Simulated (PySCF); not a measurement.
## How methods differ on the ionisation energy of Ti³⁺

Ti³⁺ [Ar] 3d1 [3d3/2^1, M_J = 3/2] → Ti⁴⁺ [Ar], as a difference of total energies. All numbers are calculated (PySCF 2.14, the two-component X2C-1e Hamiltonian, in x2c-TZVPall-2c (6s7p4d1f, 54 functions)). Correlated levels: [Ne] frozen. "Screened" scales the spin-orbit matrix elements by Boettger's factors to mimic the two-electron term; Breit and QED terms are absent.

| method | ionisation energy (eV) |
| --- | --- |
| GHF (spin-free) | 42.243 |
| GMP2 (spin-free) | 42.274 |
| GHF (screened spin-orbit) | 42.270 |
| GMP2 (screened spin-orbit) | 42.306 |

Errors of the correlated levels include the incompleteness of this basis and the frozen core.

**Question.** Which method comes closest to the reference value, and which is furthest?

**Answer.** The reference is 43.267 eV (measured; NIST Atomic Spectra Database, ionization energies). Closest: GMP2 (screened spin-orbit) (error -0.961 eV); furthest: GHF (spin-free) (error -1.024 eV).
